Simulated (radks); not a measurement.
Results of a calculation; reference values are marked as such.
The scandium ion Sc9+, 12 electrons, occupied as [Ne] 3s2.

Level of theory: Dirac Kohn-Sham, LDA (Slater exchange, Perdew-Wang correlation), spin-unpolarised, spherical densities, point nucleus (a radial shooting solver on a logarithmic mesh with Libxc functionals).

Energy parts (hartree):
part                       energy
total                  -733.01951
kinetic                 739.53753
electron-nucleus      -1652.51779
Hartree                 211.50107
exchange-correlation    -31.54032

Orbitals (lengths in bohr, moments of r in powers of bohr; r(90%) holds 90 % of the orbital's charge):
orbital  occ.  eigenvalue (hartree)  r(90%)   <1/r>      <r^4>  small-component weight
1s1/2       2             -168.8159   0.131   20.73  0.0001333                5.62e-03
2s1/2       2             -24.58277   0.530   4.337    0.03302                9.79e-04
2p1/2       2             -21.64525   0.497   4.277    0.02589                9.62e-04
2p3/2       4             -21.47054   0.501   4.228    0.02661                9.53e-04
3s1/2       2              -7.89333    1.35   1.545      1.411                2.78e-04
3p1/2       0              -7.05662    1.39   1.479      1.548                2.60e-04
3p3/2       0              -7.02546    1.39   1.469      1.574                2.59e-04
4s1/2       0              -3.76390    2.59  0.7828      19.86                1.27e-04

The highest occupied level is 3s1/2 at -214.79 eV. The density falls to 0.001 e/bohr^3 at r = 1.97 bohr. For comparison, the ionisation energy in NIST's Atomic Spectra Database is 225.18 eV (semi-empirical). In exact Kohn-Sham theory the highest level is minus the ionisation energy, but local and semilocal functionals leave it too shallow, through self-interaction and a potential that decays too fast; potentials with the right tail come closer. Summed over all electrons, <r^2> = 2.921 bohr^2, which gives a Langevin (diamagnetic) susceptibility term of -2.31 x 10^-6 cm^3/mol.
